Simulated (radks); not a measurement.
Question: Cl II, 16 electrons, occupied as [Ne] 3s2 3p4 (the NIST ground configuration). Calculated with a radial shooting solver on a logarithmic mesh with Libxc functionals: Dirac Kohn-Sham, BLYP, spin-unpolarised, spherical densities, point nucleus; open shells fill j = l - 1/2 first.

Spin-orbit splittings of the eigenvalues, e(l+1/2) - e(l-1/2), with zeta = 2 splitting/(2l+1) and mean radii in bohr:

shell  occ.  splitting (eV)  zeta (eV)  <r> j=l-1/2  <r> j=l+1/2
2p        6               ?          ?       0.4052       0.4076
3p        4          0.1447    0.09644        1.705        1.713

Estimate the 2p splitting.

Answer: 1.702 eV (zeta = 1.135 eV).
